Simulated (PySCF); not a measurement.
BCl2(NMe2), C₂H₆BCl₂N.
Structure used (PBE0-D3(BJ)/def2-SVP), in Å, numbered top down from 1:
```
atom  x, y, z in Å
B1     0.7804    1.3182    0.0023
Cl2    1.6668    1.8745   -1.4283
Cl3    0.8232    2.3703    1.4279
N4     0.0834    0.1100    0.0059
C5    -0.6606   -0.3785    1.1463
C6     0.0181   -0.7765   -1.1354
H7    -1.7253   -0.5104    0.8869
H8    -0.5888    0.3233    1.9842
H9    -0.2714   -1.3584    1.4729
H10    0.5972   -0.3720   -1.9725
H11    0.4199   -1.7715   -0.8768
H12   -1.0274   -0.9118   -1.4625
```

The closed-shell ground state was solved at several levels (PySCF, density fitting, gas phase, non-relativistic).

```tsv
level	basis functions	total energy (Eh)	HOMO (eV)	LUMO (eV)	gap (eV)	dipole (D)
wB97X-D/def2-SVPD	182	-1079.5180	-9.47	1.65	11.12	3.20
B3LYP/pcSseg-1	146	-1079.9346	-7.37	0.05	7.42	3.36
```

(1) What might PBE0/pcSseg-1 (146 basis functions) give for the same quantities?

(2) Over all these levels, which gives the widest orbital gap and which the narrowest?

(3) How far do the dipole and the HOMO energy spread over the levels?

Results:

(1) Total energy -1079.3969 Eh, HOMO -7.62 eV, LUMO 0.22 eV, gap 7.84 eV, dipole 3.45 D.

(2) wB97X-D/def2-SVPD (range-separated hybrid) has the widest, 11.12 eV, and B3LYP/pcSseg-1 (global hybrid, 20 % exact exchange) the narrowest, 7.42 eV. Functional and basis both differ between the two, so the spread mixes both effects.

(3) The dipole runs from 3.20 to 3.45 D (mean 3.34 D) and the HOMO from -9.47 to -7.37 eV.

The pairwise dispersion term of wB97X-D wasn't added to the energies; at a given geometry it leaves orbitals and properties as they are.
